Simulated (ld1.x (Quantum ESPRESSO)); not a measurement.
**Scattering properties, ultrasoft potential for molybdenum (Mo)**

```json
{
  "Element": "Mo",
  "Generator": "ld1.x (Quantum ESPRESSO) 7.5",
  "Type": "ultrasoft",
  "Functional": "revPBE",
  "Relativity": "scalar-relativistic",
  "Frozen core": "[Kr]",
  "Valence charge": "6",
  "Reference configuration": "4d5 5s0 5p0 (charge +1)",
  "Partial waves": "5s (bound, empty): rcut 2.15, rcutus 2.80 bohr; 5s channel at 2.4 Ry: rcut 2.15, rcutus 2.80 bohr; 5p (bound, empty): rcut 3.45, rcutus 3.80 bohr; 5p channel at 4.35 Ry: rcut 3.45, rcutus 3.80 bohr; 4d (bound): rcut 2.45, rcutus 2.60 bohr; 4d channel at -0.4 Ry: rcut 2.45, rcutus 2.60 bohr; 4f channel at 0.1 Ry: rcut 3.00, rcutus 3.60 bohr",
  "Local potential": "all-electron potential smoothed inside 3.80 bohr (lloc = -1)",
  "Core correction": "none",
  "Augmentation charge": "PSQ, radius 2.05 bohr"
}
```

The phase is arctan(r·u′/u) with u = r·R(r), unwrapped; energies in Ry, scanned from -3 to 5 Ry. A pole is an energy at which the radial function vanishes at the test radius. The pseudo phase is shifted by a multiple of π to meet the all-electron one at the reference energy, and phase errors are pseudo minus all-electron; the curves can meet again beyond the range given. Levels narrower than the energy grid can be missing from the lists of poles.

**Question.** For each channel, where are the poles, and over which energies does the pseudopotential scatter like the atom?

**Answer.**

```tsv
channel	radius (bohr)	reference energy (Ry)	poles, all-electron	poles, pseudo	unbroken range about the reference energy with phases within 0.05 rad	phase error 1 Ry above the reference energy (rad)
s	4.08	-0.71	-0.30, 2.92	-0.30, 2.92	below 4.8	+0.001
p	4.08	-0.43	0.29, 3.68	0.28, 3.67	below 1.4	-0.005
d	4.08	-0.76	-0.70, 1.49	-0.70, 1.56	below 2.3	+0.009
f	4.08	0.10	1.21, 3.41	1.32	below 1.4	+0.030
```

Phases in the d channel:

```csv
E (Ry),all-electron,pseudo
-3.00,1.420,1.420
-2.76,1.413,1.413
-2.52,1.404,1.404
-2.28,1.394,1.394
-2.04,1.381,1.381
-1.80,1.365,1.365
-1.56,1.344,1.344
-1.32,1.311,1.311
-1.08,1.247,1.247
-0.84,0.775,0.775
-0.60,-1.739,-1.739
-0.36,-1.884,-1.884
-0.12,-2.041,-2.041
0.12,-2.400,-2.397
0.36,-3.441,-3.424
0.60,-4.235,-4.222
0.84,-4.490,-4.481
1.08,-4.606,-4.596
1.32,-4.675,-4.664
1.56,-4.725,-4.712
1.80,-4.769,-4.751
2.04,-4.815,-4.788
2.28,-4.870,-4.826
2.52,-4.953,-4.873
2.76,-5.121,-4.938
3.00,-5.659,-5.046
3.24,-7.003,-5.279
3.48,-7.489,-5.981
3.72,-7.642,-7.050
3.96,-7.717,-7.446
4.20,-7.763,-7.597
4.44,-7.795,-7.674
4.68,-7.819,-7.722
4.92,-7.840,-7.755
```
